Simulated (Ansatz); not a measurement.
Relaxation of ClF3H3NTi (9 atoms, charge 0, multiplicity 1), to a largest force component of 0.03 eV/Å in at most 50 steps.

Method: RKS PBE-D4/def2-SVP (Ansatz 0.2.0).

```xyz
9
Properties=species:S:1:pos:R:3:forces:R:3
Ti 0.171 -0.001 -0.067 -0.07 0.00 0.90
Cl 0.416 -0.066 2.260 -0.33 0.00 -0.89
F 1.751 -0.154 -0.775 0.03 0.02 -0.05
F -0.642 1.467 -0.559 0.06 0.03 0.02
N -0.787 -1.456 -0.663 0.03 -0.12 0.01
H -1.792 -1.490 -0.450 -0.01 0.02 -0.01
H -0.446 -2.306 -1.127 0.00 0.02 0.01
F -2.617 -0.178 1.101 -0.16 0.04 -0.38
H -2.114 -0.231 1.886 0.45 -0.01 0.39
```

Question: Where does it end, and by what steps?

Answer: It converged. After 10 steps the energy has fallen by 0.165 eV; H9 moved furthest, 0.39 Å. Joined: Ti1–F8 (3.03 → 2.44 Å).

```
step  energy less start (eV)  largest force component (eV/Å)  accepted
   0                  0.0000                           0.905       yes
   1                 -0.1077                           0.197       yes
   2                 -0.1111                           0.386       yes
   3                 -0.1250                           0.473       yes
   4                 -0.1305                           0.685       yes
   5                 -0.1509                           0.330       yes
   6                 -0.1580                           0.279       yes
   7                 -0.1629                           0.152       yes
   8                 -0.1637                           0.112       yes
   9                 -0.1651                           0.039       yes
  10                 -0.1653                           0.009       yes
```

```xyz
9
Properties=species:S:1:pos:R:3
Ti -0.065 -0.020 0.039
Cl 0.241 -0.092 2.324
F 1.549 -0.167 -0.591
F -0.707 1.483 -0.597
N -0.843 -1.539 -0.681
H -1.852 -1.710 -0.619
H -0.359 -2.252 -1.238
F -2.274 -0.031 1.080
H -1.751 -0.087 1.889
```

Whether the end is a true minimum wasn't checked by a vibrational analysis.

Run time: 22 s on 4 threads of Arm Neoverse V1, on a shared host, peak memory 0.19 GiB.
